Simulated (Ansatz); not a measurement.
Cost and result for the atomization energy of BFH₂O₂Si (7 atoms, 7 bonds).

```xyz
7

F    -1.863    1.308    0.979
B    -0.879    0.617    0.462
O    -0.232   -0.459    1.056
Si    0.680   -0.477   -0.357
O    -0.294    0.827   -0.780
H     2.104   -0.138   -0.168
H     0.485   -1.678   -1.193
```

The species carries charge 0 and has multiplicity 1. Geometry: relaxed with PBE0-D4/def2-TZVP. Program: Ansatz. All runs use 2 threads of an Arm Neoverse V2 on a shared host. Times are those of one run each, without the atoms' runs, and a repeat can differ threefold. Electronic energies, without spin–orbit coupling; frozen cores. CCSD(T)/CBS adds CCSD(T) − MP2 in def2-TZVPP to the MP2 limit, and its time is that of the two runs behind it. T1 = 0.013. HSE06 is the plane-wave form, built on full-range PBE exchange.

CCSD(T)/CBS is a level of theory with its own doubt, some kJ/mol a heavy atom from the limit and from the frozen cores, so smaller differences don't rank the functionals.

```tsv
level	functions	atomization (kcal/mol)	difference from CCSD(T)/CBS	per bond
PBE-D4/def2-TZVPP (with forces)	194	765.9	11.8	1.7
CCSD(T)/def2-TZVPP	194	732.3	-21.8	-3.1
HSE06-D4/def2-TZVPP	194	748.0	-6.1	-0.9
r2SCAN-D4/def2-TZVPP (with forces)	194	757.9	3.8	0.5
revPBE-D4/def2-TZVPP	194	741.4	-12.7	-1.8
CCSD(T)/def2-SVP	84	704.2	-49.9	-7.1
MP2/def2-QZVPP	358	777.2	23.1	3.3
B2PLYP/def2-TZVPP	194	746.3	-7.8	-1.1
CCSD(T)/CBS(def2)	–	754.1	0.0	0.0
CAM-B3LYP-D4/def2-TZVPP	194	756.5	2.4	0.3
BHLYP-D4/def2-TZVPP	194	721.3	-32.8	-4.7
r2SCANh-D4/def2-TZVPP	194	750.4	-3.7	-0.5
PBE-QIDH/def2-TZVPP	194	747.8	-6.3	-0.9
```

Q: Order the runs by time, with rough figures. (Estimate.)

A: Computed: revPBE-D4/def2-TZVPP 1.9 s; PBE-D4/def2-TZVPP (with forces) 2.5 s; BHLYP-D4/def2-TZVPP 2.5 s; CCSD(T)/def2-SVP 2.7 s; HSE06-D4/def2-TZVPP 2.8 s; CAM-B3LYP-D4/def2-TZVPP 3 s; r2SCAN-D4/def2-TZVPP (with forces) 4.5 s; B2PLYP/def2-TZVPP 4.5 s; r2SCANh-D4/def2-TZVPP 4.8 s; PBE-QIDH/def2-TZVPP 4.9 s; MP2/def2-QZVPP 14 s; CCSD(T)/def2-TZVPP 67 s; CCSD(T)/CBS(def2) 81 s.

In def2-TZVPP, CCSD(T) changes the Hartree–Fock value by +177.2 kcal/mol (the triples alone add +12.7 kcal/mol) and MP2 by +208.9 kcal/mol; breaking electron pairs costs correlation energy, which Hartree–Fock lacks. The D4 term adds +5.1 kcal/mol with B3LYP and +2.6 kcal/mol with PBE0; it sums over pairs of atoms, weighted by their polarisabilities, and B3LYP, whose exchange is more repulsive, gets the larger term. At CCSD(T), def2-SVP lies −49.9 kcal/mol from the extrapolated value and def2-TZVPP −21.7 kcal/mol: correlation converges slowly with the basis, and small sets miss more of it in the bonded molecule than in its fragments.

B3LYP here is the variant with VWN-RPA as its local correlation; programs differ in this.
